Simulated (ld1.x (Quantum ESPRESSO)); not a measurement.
**Ne (Z = 10): one change to an RRKJ potential, before and after**

neon (Ne), norm-conserving RRKJ (Kleinman–Bylander form), made with ld1.x (Quantum ESPRESSO) 7.5 (PBE, scalar-relativistic). Core [He], reference 2s2 2p5 (charge +1). Waves: 2s (bound): rc 0.70 bohr; 2p (bound): rc 1.20 bohr. Local part: all-electron potential smoothed inside 0.70 bohr (lloc = -1). Core correction: Bessel-smoothed model core, default radius (core density twice the valence density). rho0 = 0.01.

All-electron outer shells of the reference configuration (PBE, scalar-relativistic, ld1.x):

| shell | level (eV) | outermost node (bohr) | outermost maximum (bohr) |
| --- | --- | --- | --- |
| 2s | -55.65 | 0.22 | 0.67 |
| 2p | -32.28 | – | 0.60 |

Change: wave 2p (bound): rc 1.20 bohr becomes 2p (bound): rc 0.98 bohr.

Cutoffs: the cutoffs (Ry, on a coarse ladder) from which the occupation-weighted sum of valence levels, in a spherical-Bessel basis at the reference potential, stays within 10 and 1 mRy of its value at 400 Ry; they do not see the model core or the augmentation charge, which bear on the density cutoff. Errors are all-electron minus pseudo energies relative to the spin-unpolarised reference configuration.

Task: How do hardness, ghosts and transferability respond?

Result: The potential gets neither clearly harder nor softer (200 Ry and 260 Ry → 200 Ry and 260 Ry); the s channel sets the loose cutoff, while the largest relative change is in p, which becomes harder; of the 6 tests that both files solve, the error grows in 0 and shrinks in 6 by more than 15 % and 0.3 meV (median size 44.1 → 16.2 meV); neither file shows a bound ghost. Less of the atom is replaced, so other configurations are described better.

```tsv
quantity	base	changed
cutoff, loose	200 Ry	200 Ry
cutoff, tight	260 Ry	260 Ry
loose cutoff by channel (10 mRy a level)	s 200 Ry, p 80 Ry	s 200 Ry, p 110 Ry
bound ghosts	none	none
error for 2s2 2p6, meV [ΔE -22.48 eV]	+14	+4.2
error for 2s2 2p4, meV [ΔE 43.27 eV]	+61	+17
error for 2s2 2p3, meV [ΔE 110.70 eV]	+436	+148
error for 2s1 2p6, meV [ΔE 23.41 eV]	+27	+15
error for 2s2 2p5.5, meV [ΔE -13.61 eV]	+6.1	+2.3
error for 2s2 2p2, meV [ΔE 205.33 eV]	+1547	+579
```
